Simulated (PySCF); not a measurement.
Species: FH8NSi3.
Bonds: N1–Si2, Si2–F3, Si2–Si4, Si2–Si5. Hydrogens: H6, H7 on N1; H8, H9, H10 on Si4; H11, H12, H13 on Si5.

Computed with TDDFT wB97X-D/def2-SVPD, vertical, gas phase, core orbitals frozen in the response (PySCF). One conformer (not necessarily the lowest) at the GFN2-xTB geometry, without solvent, vibrations or thermal averaging. Torsions of this conformer, `[NH2:1][Si:2]([F:3])([SiH3:4])[SiH3:5]`: H–N1–Si2–F3 -39°, H–N1–Si2–F3 180°.

Problem. List the vertical singlet excitations with oscillator strengths and describe the spectrum.

Solution. 

| state | E (eV) | λ (nm) | f | main configurations (H = HOMO, L = LUMO) |
| --- | --- | --- | --- | --- |
| S1 | 5.30 | 234.1 | 0.051 | H→L (78%), H→L+1 (18%) |
| S2 | 5.55 | 223.5 | 0.026 | H→L+1 (79%), H→L (17%) |
| S3 | 6.89 | 180.0 | 0.037 | H→L+2 (47%), H-1→L (22%), H-1→L+1 (17%) |
| S4 | 7.00 | 177.2 | 0.079 | H-1→L (54%), H→L+2 (26%) |
| S5 | 7.36 | 168.3 | 0.123 | H→L+3 (56%), H-1→L+1 (21%), H→L+2 (11%) |
| S6 | 7.49 | 165.4 | 0.306 | H-1→L+1 (36%), H→L+3 (24%), H-1→L (15%) |
| S7 | 7.63 | 162.5 | 0.065 | H→L+5 (74%), H-1→L+1 (10%) |
| S8 | 7.79 | 159.1 | 0.011 | H-2→L (84%) |

Triplets (Tamm–Dancoff): T1 4.71 eV, H→L (86%); T2 5.06 eV, H→L+1 (88%); T3 6.44 eV, H-1→L+1 (33%), H-1→L (30%), H→L+2 (11%).

The lowest singlet lies at 5.30 eV (234 nm, ultraviolet) and is of moderate strength; its leading configuration is HOMO→LUMO (78%). The strongest level in the table is S6 at 7.49 eV (165 nm, f = 0.306). Löwdin shares by element: HOMO silicon 45%, nitrogen 35% (atoms not listed hold the other 19%); LUMO silicon 72%, hydrogen 7% or more (atoms not listed hold the other 21%). Of the 8 states listed, 8 reach f = 0.01 and none stays under 0.0005. The listed states span 2.50 eV, and the widest gap between neighbours is 1.34 eV (S2 to S3). The oscillator strengths of these states sum to 0.699; summed over the whole spectrum of an exact calculation they would give the number of electrons, 66 (Thomas–Reiche–Kuhn). No computed singlet lies in the visible range (380 to 750 nm); the lowest, at 234 nm, stands 2.03 eV above its violet end (3.26 eV). Only the lowest 8 singlets were computed, as vertical energies without vibronic structure.
